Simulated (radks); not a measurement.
Spherical quantum dot in the effective-mass picture: electrons in a parabolic well V = omega^2 r^2 / 2 with omega = 0.0684, with a point charge +1 (a donor) at the centre, all in effective atomic units (hartree* = m*/eps^2 hartree, bohr* = eps/m* bohr), one dielectric constant everywhere. Calculated with a radial shooting solver with Libxc functionals: non-relativistic Kohn-Sham, PBE, spin-polarised, spherical densities. Levels are named by radial order and angular momentum (1s, 1p, 1d, 2s, ...), and open shells are averaged over m. Results are scaled to m* = 0.254 and eps = 9.8, for which hartree* = 71.97 meV and bohr* = 2.042 nm.

N = 32, configuration 1s2 1p6 1d10 2s2 1f(up 7, down 5). This is the lowest configuration that the search found (a dilute case). Occupied levels:

| level | occupation | eigenvalue (meV) | <r> (nm) |
|---|---|---|---|
| 1s down | 1 | 167.60 | 5.474 |
| 1s up | 1 | 167.66 | 5.340 |
| 2s up | 1 | 170.63 | 26.84 |
| 2s down | 1 | 170.67 | 25.16 |
| 1p up | 3 | 171.01 | 27.71 |
| 1p down | 3 | 171.05 | 26.20 |
| 1d up | 5 | 171.90 | 29.66 |
| 1d down | 5 | 172.05 | 28.75 |
| 1f up | 7 | 173.01 | 31.11 |
| 1f down | 5 | 173.24 | 30.56 |

Energy (meV): total 3130.94, kinetic 112.75, external 824.56, Hartree 2442.4, exchange-correlation -248.75.

Electron density:

| r (nm) | n(r) (e/nm^3) |
|---|---|
| 4.08 | 0.001306 |
| 8.45 | 0.0001082 |
| 12.8 | 0.00006211 |
| 17.2 | 0.00009921 |
| 21.6 | 0.0001422 |
| 26.0 | 0.0001713 |
| 30.3 | 0.0001624 |
| 34.7 | 0.0001001 |
| 39.1 | 0.00003033 |
| 43.5 | 4.182e-06 |
| 47.8 | 2.689e-07 |
| 52.2 | 7.614e-09 |
